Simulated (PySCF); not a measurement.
Name the molecule from its bond curve

A diatomic of charge 0 contains Li. Its doublet curve at M06 in a double-zeta basis (spin-free X2C with a Gaussian nucleus, PySCF), in eV from the separated fragments:

R (Å), E (eV) and a bar:
```
    3.125     -0.142 ##############################
    3.271     -0.227 ##############
    3.416     -0.276 #####
    3.525     -0.294 #
    3.634     -0.300 
    3.743     -0.297 #
    3.888     -0.282 ###
    4.070     -0.253 #########
    4.288     -0.211 #################
    4.579     -0.155 ############################
```

The fit gives ωe = 178 cm⁻¹ and the rotational constant Bₑ = 0.1953 cm⁻¹.

Which atom is the partner?

The minimum lies at 3.644 Å, so the reduced mass is 16.8576 u Å² cm⁻¹/(Bₑ·Re²) = 6.500 u. With Li at 7.02 u the partner weighs about 87.7 u: Sr. The molecule is SrLi.

Spin–orbit coupling is left out. The state is the lowest determinant that a PBE0 search found; another state may lie lower at other levels.
